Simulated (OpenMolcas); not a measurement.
Multiplet structure of C²⁺

```json
{
  "Program": "OpenMolcas 26.06",
  "Method": "SS-CASPT2, IPEA 0.25 Eh, imaginary shift 0.1 Eh (closed shells correlated: 1s)",
  "Basis": "ANO-RCC-VTZP [4s3p2d1f]",
  "Scalar Hamiltonian": "DKH2, point nucleus",
  "Active space": "2 electrons in 8 orbitals (2s 2p 3s 3p)",
  "State averaging": "2S+1 = 3 even, 3 roots; 2S+1 = 1 even, 7 roots; 2S+1 = 3 odd, 3 roots; 2S+1 = 1 odd, 3 roots",
  "Spin-orbit coupling": "state interaction with AMFI integrals over the reference wave functions, term energies averaged over their components"
}
```

With spin-orbit coupling, above the lowest level:

```
Configuration  Term  J  E (cm⁻¹)  Measured (cm⁻¹)  Term weight %
          2s²    ¹S  0       0.0              0.0            100
        2s 2p   ³P°  0     52312            52367            100
        2s 2p   ³P°  1     52339            52391            100
        2s 2p   ³P°  2     52393            52447            100
        2s 2p   ¹P°  1    104312           102352            100
          2p²    ³P  0    137620           137426            100
          2p²    ³P  1    137646           137454            100
          2p²    ³P  2    137699           137502            100
          2p²    ¹D  2    147379           145876            100
          2p²    ¹S  0    183923           182520            100
```

Against the 9 measured excited levels shown (Moore, Selected Tables of Atomic Spectra, NSRDS-NBS 3, section 3) the mean absolute deviation is 620 cm-1; the largest miss in energy is 2s 2p ¹P°₁: computed 104312, measured 102352 cm⁻¹ (+1.9 %).

Active for correlation alone: 3p 3s; no level in the range computed is led by a configuration that fills them, so any true level of that kind is missing. Measured partners are found by configuration, term and J. A level has none where our copy of the source lacks it or the pairing is in doubt (some pairs that miss far off the trend of their configuration count as doubtful), and it then counts in no deviation. Only configurations of the active space appear. The first state left out of the spin-orbit step lies near 250000 cm-1 above the lowest spin-free state of the reference (among the parities and spins computed), and the list stops at four fifths of that energy or lower.

The term weight is that of the spin-free term in the level, not the purity of its configuration. ° marks odd parity.
